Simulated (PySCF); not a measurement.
Species: `[Si@H]1(CC[C@H]1F)SC`. The columns A, B, C and D hold Mulliken, IAO, Hirshfeld and ESP-fitted charges (e) of one PBE0/pcSseg-1 density (PySCF), in a shuffled order. Coordinates in Å (GFN2-xTB); the density's dipole moment is (1.26, -1.61, 1.79) D.

```csv
atom,x,y,z,A,B,C,D
C1,3.088,0.018,0.266,-0.407,-0.281,-0.114,-0.499
S2,1.824,0.105,-1.042,-0.289,-0.279,-0.095,-0.169
Si3,0.124,0.561,0.174,+0.724,+0.243,+0.330,+0.787
C4,-0.873,-0.878,0.952,-0.530,-0.058,-0.167,-0.558
C5,-2.158,-0.385,0.257,-0.222,-0.284,-0.080,-0.277
C6,-1.560,0.610,-0.747,-0.061,+0.204,-0.025,-0.079
F7,-2.221,1.824,-0.744,-0.338,-0.287,-0.132,-0.327
H8,2.847,-0.787,0.951,+0.156,+0.111,+0.047,+0.156
H9,4.032,-0.182,-0.227,+0.164,+0.179,+0.055,+0.174
H10,3.137,0.966,0.791,+0.157,+0.117,+0.047,+0.157
H11,0.412,1.709,1.028,-0.049,-0.022,-0.069,-0.114
H12,-0.958,-0.932,2.035,+0.145,+0.028,+0.036,+0.149
H13,-0.579,-1.864,0.596,+0.150,+0.039,+0.037,+0.152
H14,-2.746,-1.177,-0.204,+0.137,+0.083,+0.044,+0.144
H15,-2.795,0.160,0.951,+0.137,+0.130,+0.046,+0.155
H16,-1.581,0.260,-1.781,+0.125,+0.075,+0.040,+0.145
```

**Question.** Which column most likely holds the ESP-fitted charges?

**Answer.** B. Σ q r misses the density's dipole by 0.06 D (B), 1.21 D (D), 1.25 D (A), 1.48 D (C). Charges fitted to the outside potential are the only set here that is tied to the molecule's multipoles.

**Question.** And the Hirshfeld charges?

**Answer.** C. The mean sizes are 0.085 e (C), 0.151 e (B), 0.237 e (A), 0.253 e (D), and Hirshfeld charges are commonly the smallest of these schemes.

As computed, A = Mulliken, B = ESP-fitted, C = Hirshfeld, D = IAO. Hydrogens on carbon: Mulliken +0.12 to +0.16, ESP-fitted +0.03 to +0.18, Hirshfeld +0.04 to +0.06, IAO +0.14 to +0.17 e.

The Hirshfeld scheme weights the molecular density at each point by an atom's share of the summed free-atom densities. The Mulliken scheme gives each basis function's population to the atom it is centred on and halves the overlap population of two atoms between them.

Isolated species at its GFN2-xTB geometry (one conformer only).

Conformer computed: `[CH3:1][S:2][Si@@H:3]1[CH2:4][CH2:5][C@H:6]1[F:7]`: C1–S2–Si3–C4 -87°.
